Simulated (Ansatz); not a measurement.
Ansatz (an electronic-structure program) input (B3LYP/6-31+G*): The .json file is the Basis Set Exchange's 6-31+G*.

Ansatz 0.2 input:
```yaml
crystal:
  periodic: [false, false, false]
  atoms:
    - {symbol: Si, position_ang: [0.15049000, 0.05647700, 0.00054300]}
    - {symbol: O, position_ang: [-0.12839500, 1.58068100, -0.01961900]}
    - {symbol: O, position_ang: [1.40525300, -0.83930400, 0.02113900]}
    - {symbol: O, position_ang: [-1.29020100, -0.81922500, -0.00071100]}
    - {symbol: H, position_ang: [-2.00010700, -0.16789500, -0.01406400]}
basis:
  gaussian:
    orbitals: 6-31+G_.json
hamiltonian:
  xc: {name: B3LYP}
total_charge: -1
output: {forces: true}
```

Output:

```
Functional definition: B3LYP
integrals: 0.03 GiB planned
716 factors; integrals over basis functions are off by at most 8.9e-4 eV
mean field: 0.26 GiB planned
mean field evaluation 1: about -14032.7064 eV, gradient 6.0e1 eV
mean field evaluation 2: about -14006.0416 eV, gradient 1.3e2 eV
mean field evaluation 4: about -14039.1891 eV, gradient 6.6e0 eV
mean field evaluation 8: about -14039.4047 eV, gradient 3.5e-1 eV
mean field evaluation 16: about -14039.4049 eV, gradient 7.5e-5 eV
mean field -14039.40494065 eV, -515.9386153185 hartree, gradient 7.5e-5 eV, S^2 0.000000; 0 other end points of the search recorded, 0 dependent functions left out
the calculation of the forces begins
reference -14039.40518826 eV, -515.9386244178 hartree; 20, 20 occupied and 62, 62 virtual orbitals, 716 factors
Total energy: -14039.40518826 eV, -515.9386244178 hartree
Atom 0 at     0.150490     0.056477     0.000543 Å, force     0.011943    -0.103887     0.001318 eV/Å
Atom 1 at    -0.128395     1.580681    -0.019619 Å, force    -0.181208     0.783621    -0.010669 eV/Å
Atom 2 at     1.405253    -0.839304     0.021139 Å, force     0.658962    -0.462449     0.010723 eV/Å
Atom 3 at    -1.290201    -0.819225    -0.000711 Å, force    -0.203508    -0.412099     0.003215 eV/Å
Atom 4 at    -2.000107    -0.167895    -0.014064 Å, force    -0.286188     0.194813    -0.004586 eV/Å
Dipole moment:    -0.726555    -0.094856    -0.004711 e Å
```

The dipole moment of an ion depends on the origin.

The geometry given is a B3LYP-D3(BJ)/def2-TZVP minimum.
